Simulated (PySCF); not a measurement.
Isomers C₆H₉F:

A. `InChI=1S/C6H9F/c1-3-6(4-2)5-7/h3-4H,1,5H2,2H3/b6-4-`
B. SMILES C=C(C)/C=C\CF
C. SMILES F[C@]12CC[C@H](C1)C2
D. `C[C@@H]1[C@H](F)C12CC2`

Spectrum 1. ¹H NMR (500 MHz, computed): δ 4.39 (ddd, J = 75.2, 6.7, 1.3 Hz, 1H), 1.15 (dd, J = 7.0, 1.9 Hz, 3H), 0.95 (quint of d, J = 7.0, 1.2 Hz, 1H), 0.93 (m, 1H), 0.91 (m, 1H), 0.89 (m, 1H), 0.74 (m, 1H). ¹³C{¹H} NMR (computed): δ 76.8 (CH, d, J = 292.4 Hz), 19.0 (CH, d, J = 9.8 Hz), 16.7 (C, d, J = 8.4 Hz), 10.9 (CH3, d, J = 5.9 Hz), 10.7 (CH2, d, J = 1.5 Hz), 4.8 (CH2, d, J = 4.7 Hz).

Spectrum 2. ¹H NMR (500 MHz, computed): δ 6.29 (ddd, J = 19.0, 12.4, 1.5 Hz, 1H), 5.76 (d of d of quint, J = 19.0, 5.2, 1.2 Hz, 1H), 5.73 (qdq, J = 8.9, 2.6, 1.0 Hz, 1H), 5.42 (d of d of sext, J = 12.4, 3.9, 1.2 Hz, 1H), 5.13 (dd, J = 54.8, 1.0 Hz, 2H), 1.95 (ddt, J = 8.9, 5.0, 1.3 Hz, 3H). ¹³C{¹H} NMR (computed): δ 146.8 (CH), 142.1 (C, d, J = 13.6 Hz), 140.3 (CH, d, J = 6.7 Hz), 122.4 (CH2), 76.8 (CH2, d, J = 231.4 Hz), 16.5 (CH3).

Spectrum 3. ¹H NMR (500 MHz, computed): δ 5.99 (dt, J = 14.9, 3.6 Hz, 1H), 5.81 (m, 1H), 5.49 (m, 2H), 5.27 (oct, J = 2.0 Hz, 1H), 5.20 (sept of d, J = 1.7, 1.1 Hz, 1H), 1.84 (ddd, J = 2.1, 1.4, 1.1 Hz, 3H). ¹³C{¹H} NMR (computed): δ 149.7 (C), 138.5 (CH, d, J = 30.0 Hz), 137.1 (CH, d, J = 10.9 Hz), 127.6 (CH2), 83.0 (CH2, d, J = 226.8 Hz), 23.4 (CH3).

Spectrum 4. ¹H NMR (500 MHz, computed): δ 1.89 (dtt, J = 16.5, 4.0, 1.9 Hz, 1H), 1.62 (m, 2H), 1.58 (m, 2H), 1.53 (m, 2H), 1.40 (m, 2H). ¹³C{¹H} NMR (computed): δ 94.3 (C, d, J = 317.9 Hz), 45.0 (CH2, d, J = 17.0 Hz), 30.3 (CH2, d, J = 4.1 Hz), 29.9 (CH2, d, J = 17.9 Hz), 28.4 (CH, d, J = 20.4 Hz).

- coordinates at the PBE0-D3(BJ)/def2-SVP level
- couplings computed with B3LYP/pcJ-1 (spin–dipole term left out of most H,H and C,H couplings)
- shielding tensors at PBE0/pcSseg-1 (GIAO)
- run in PySCF
- gas phase, single conformer, one averaged value for each set of equivalent atoms, non-relativistic

δ = σ(ref) − σ, references computed at the same level: ¹H (σ = 31.27 ppm) and ¹³C (σ = 184.41 ppm) vs TMS. Multiplet labels drop J under 1 Hz and among equivalent protons, and merge close values. Unscaled 3J(H,H) run several per cent high. Vicinal couplings that depend on rotamer populations or ring flexing (ring, CH–CH, X–H and H–F types) are those of the one conformer. One-bond C–F couplings are unscaled and too large by tens of Hz. Shifts are as computed. Against solution values, carbons near 30 ppm lie about +2 ppm off and those near 130 ppm about +5 ppm. Of 1211 compounds with measured shifts, 218 miss one by over three times the rms of a fit or turn the order of signals round; such compounds aren't used in these exercises.

Q: Match each spectrum to its structure.

A: 1–D, 2–A, 3–B, 4–C.

- Spectrum 1 (D): 6 ¹³C signals; δC 76.8 is a three-membered-ring carbon; δC 19.0 is a three-membered-ring carbon.
- Spectrum 2 (A): 6 ¹³C signals; δC 146.8 is an alkene CH; δC 142.1 is a fully substituted alkene carbon.
- Spectrum 3 (B): 6 ¹³C signals; δC 149.7 is a fully substituted alkene carbon; δC 138.5 is an alkene CH.
- Spectrum 4 (C): 5 ¹³C signals; δC 94.3 is a fully substituted sp3 carbon bonded to F; δC 45.0 is an sp3 CH2 in a ring.
